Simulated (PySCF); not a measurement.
SSi, charge -1, doublet, geometry from GFN2-xTB (a state made from the parent by changing its charge; the spin is typed, not shown lowest), atoms displaced at random by about 0.02 Å a coordinate; HF/6-31G** run with PySCF.

Here is a job for PySCF.
```python
from pyscf import gto, scf
from pyscf.geomopt import geometric_solver

mol = gto.M(
    atom='''
Si    0.00888513    0.02537588   -1.12578133
S    -0.00560789   -0.03736334    0.98183100
''',
    basis='6-31g**',
    charge=-1,
    spin=1,
    verbose=3,
)

def method(m):
    mf = scf.UHF(m)
    return mf

conv, mol_eq = geometric_solver.kernel(method(mol), maxsteps=100)
print('optimisation converged:', conv)
print(mol_eq.tostring(format='xyz'))
mf = method(mol_eq)
mf.kernel()
```

Q: Predict the main parts of the log of this PySCF run.

A: 
```
Custom engine selected.
Bonds will be generated from interatomic distances less than 1.20 times sum of covalent radii
6 internal coordinates being used (instead of 6 Cartesians)
Internal coordinate system (atoms numbered from 1):
Distance 1-2
Translation-X 1-2
Translation-Y 1-2
Translation-Z 1-2
Rotation-A 1-2
Rotation-B 1-2
Rotation-C 1-2
<class 'geometric.internal.Distance'> : 1
<class 'geometric.internal.TranslationX'> : 1
<class 'geometric.internal.TranslationY'> : 1
<class 'geometric.internal.TranslationZ'> : 1
<class 'geometric.internal.RotationA'> : 1
<class 'geometric.internal.RotationB'> : 1
<class 'geometric.internal.RotationC'> : 1
> ===== Optimization Info: ====
> Job type: Energy minimization
> Maximum number of optimization cycles: 100
> Initial / maximum trust radius (Angstrom): 0.100 / 0.300
> Convergence Criteria:
> Will converge when all 5 criteria are reached:
>  |Delta-E| < 1.00e-06
>  RMS-Grad  < 3.00e-04
>  Max-Grad  < 4.50e-04
>  RMS-Disp  < 1.20e-03
>  Max-Disp  < 1.80e-03
> === End Optimization Info ===

Geometry optimization cycle 1
Cartesian coordinates (Angstrom)
 Atom        New coordinates             dX        dY        dZ
  Si   0.008885   0.025376  -1.125781    0.000000 -0.000000  0.000000
   S  -0.005608  -0.037363   0.981831    0.000000  0.000000 -0.000000

WARN: Mole.unit (angstrom) is changed to Bohr

converged SCF energy = -686.437935639718  <S^2> = 0.77341142  2S+1 = 2.023276
--------------- UHF_Scanner gradients ---------------
         x                y                z
0 Si     0.0001979412     0.0008568730    -0.0287851234
1 S    -0.0001979412    -0.0008568730     0.0287851234
----------------------------------------------
cycle 1: E = -686.43793564  dE = -686.438  norm(grad) = 0.0407273
Step    0 : Gradient = 2.880e-02/2.880e-02 (rms/max) Energy = -686.4379356397
Hessian Eigenvalues: 5.00000e-02 5.00000e-02 5.00000e-02 ... 5.00000e-02 5.00000e-02 2.46268e-01

Geometry optimization cycle 2
Cartesian coordinates (Angstrom)
 Atom        New coordinates             dX        dY        dZ
  Si   0.008672   0.024455  -1.094855   -0.000213 -0.000921  0.030927
   S  -0.005395  -0.036443   0.950904    0.000213  0.000921 -0.030927
converged SCF energy = -686.440026788007  <S^2> = 0.76866035  2S+1 = 2.0185741
--------------- UHF_Scanner gradients ---------------
         x                y                z
0 Si     0.0000404183     0.0001749678    -0.0058777302
1 S    -0.0000404183    -0.0001749678     0.0058777302
----------------------------------------------
cycle 2: E = -686.440026788  dE = -0.00209115  norm(grad) = 0.00831624
Step    1 : Displace = 3.094e-02/3.094e-02 (rms/max) Trust = 1.000e-01 (=) Grad = 5.880e-03/5.880e-03 (rms/max) E (change) = -686.4400267880 (-2.091e-03) Quality = 1.242
Hessian Eigenvalues: 5.00000e-02 5.00000e-02 5.00000e-02 ... 5.00000e-02 5.00000e-02 1.95982e-01

Geometry optimization cycle 3
Cartesian coordinates (Angstrom)
 Atom        New coordinates             dX        dY        dZ
  Si   0.008618   0.024219  -1.086919   -0.000055 -0.000236  0.007935
   S  -0.005341  -0.036207   0.942969    0.000055  0.000236 -0.007935
converged SCF energy = -686.440099590254  <S^2> = 0.76779983  2S+1 = 2.0177213
--------------- UHF_Scanner gradients ---------------
         x                y                z
0 Si    -0.0000076271    -0.0000330170     0.0011091465
1 S     0.0000076271     0.0000330170    -0.0011091465
----------------------------------------------
cycle 3: E = -686.44009959  dE = -7.28022e-05  norm(grad) = 0.0015693
Step    2 : Displace = 7.939e-03/7.939e-03 (rms/max) Trust = 1.414e-01 (+) Grad = 1.110e-03/1.110e-03 (rms/max) E (change) = -686.4400995903 (-7.280e-05) Quality = 0.825
Hessian Eigenvalues: 5.00000e-02 5.00000e-02 5.00000e-02 ... 5.00000e-02 5.00000e-02 2.32964e-01

Geometry optimization cycle 4
Cartesian coordinates (Angstrom)
 Atom        New coordinates             dX        dY        dZ
  Si   0.008627   0.024257  -1.088179    0.000009  0.000037 -0.001260
   S  -0.005349  -0.036244   0.944229   -0.000009 -0.000037  0.001260
converged SCF energy = -686.440102149145  <S^2> = 0.76791809  2S+1 = 2.0178385
--------------- UHF_Scanner gradients ---------------
         x                y                z
0 Si     0.0000002294     0.0000009930    -0.0000333587
1 S    -0.0000002294    -0.0000009930     0.0000333587
----------------------------------------------
cycle 4: E = -686.440102149  dE = -2.55889e-06  norm(grad) = 4.71984e-05
Step    3 : Displace = 1.260e-03/1.260e-03 (rms/max) Trust = 2.000e-01 (+) Grad = 3.337e-05/3.337e-05 (rms/max) E (change) = -686.4401021491 (-2.559e-06) Quality = 0.968
Hessian Eigenvalues: 5.00000e-02 5.00000e-02 5.00000e-02 ... 5.00000e-02 5.00000e-02 2.39971e-01

Geometry optimization cycle 5
Cartesian coordinates (Angstrom)
 Atom        New coordinates             dX        dY        dZ
  Si   0.008626   0.024255  -1.088142   -0.000000 -0.000001  0.000037
   S  -0.005349  -0.036243   0.944192    0.000000  0.000001 -0.000037
converged SCF energy = -686.440102151486  <S^2> = 0.76791981  2S+1 = 2.0178402
--------------- UHF_Scanner gradients ---------------
         x                y                z
0 Si     0.0000000047     0.0000000205    -0.0000006887
1 S    -0.0000000047    -0.0000000205     0.0000006887
----------------------------------------------
cycle 5: E = -686.440102151  dE = -2.34115e-09  norm(grad) = 9.74436e-07
Step    4 : Displace = 3.680e-05/3.680e-05 (rms/max) Trust = 2.828e-01 (+) Grad = 6.890e-07/6.890e-07 (rms/max) E (change) = -686.4401021515 (-2.341e-09) Quality = 1.009
Hessian Eigenvalues: 5.00000e-02 5.00000e-02 5.00000e-02 ... 5.00000e-02 5.00000e-02 2.39971e-01
Converged! =D

optimisation converged: True
2
XYZ from PySCF
Si          0.00862631        0.02425545       -1.08814240
S          -0.00534907       -0.03624291        0.94419207

converged SCF energy = -686.440102151502  <S^2> = 0.76792364  2S+1 = 2.017844
```
